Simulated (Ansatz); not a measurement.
`[Cl][GeH2][I]` + CH₃NH₂ → `C[NH][GeH2][Cl]` + HI at 600 K and 1 bar (ligand exchange at a Ge–I bond).

Gas-phase electronic energies from Ansatz, PBE0-D4/def2-TZVP geometries. CCSD(T)/CBS is the MP2 limit (def2-TZVPP, def2-QZVPP) plus CCSD(T) − MP2 in def2-TZVPP, frozen cores. Elements past krypton have def2 core potentials. For Ge, I outer-core shells are correlated without core-valence functions, which leaves a few kJ/mol of doubt a bond. Scalar relativity is left out up to krypton. One conformer a species, not always the lowest.

```tsv
species	CCSD(T)/CBS energy (Eh)	H − E (kJ/mol)	S (J/(mol·K))
`[Cl][GeH2][I]`	-2834.60434	86.3	381.5
CH₃NH₂	-95.75281	199.3	283.8
`C[NH][GeH2][Cl]`	-2632.29815	245.4	426.6
HI	-298.03592	31.6	227.0
```

H − E and S are ideal-gas, rigid-rotor, harmonic terms from PBE0-D4/def2-TZVP, for one conformer and one mirror image of each species. 1 Eh = 2625.50 kJ/mol, R = 8.31446 J/(mol·K).

By hand: ΔE, ΔH, ΔS and ΔG.

ΔE = (-2632.29815) + (-298.03592) − (-2834.60434) − (-95.75281) = 0.02308 Eh = 60.6 kJ/mol. Δ(H − E) = 245.4 + 31.6 − 86.3 − 199.3 = -8.6, so ΔH = 52.0 kJ/mol. ΔS = 426.6 + 227.0 − 381.5 − 283.8 = -11.7 J/(mol·K). ΔG = 52.0 − 600 × (-11.7)/1000 = 59.0 kJ/mol.

By hand: the equilibrium constant, and the temperature at which ΔG would vanish if ΔH and ΔS stayed fixed.

log₁₀ K = −ΔG/(RT ln 10) = -5.1. ΔH and −TΔS have one sign here, so there is no such temperature.

The number of gas molecules stays the same, so ΔS is small and ΔH decides. A doubt of 5 kJ/mol in ΔE shifts log₁₀ K by 0.4 here. Other conformers and mirror images would add mixing entropy, several J/(mol·K) or more a flexible species. These are equilibria of isolated gas molecules and say nothing of rates. Largest T1 diagnostic: 0.010 (customary marks: 0.02 for closed shells, 0.045 for open ones).

ΔS is within the doubt of such terms, so its sign, and with it that verdict, could turn.
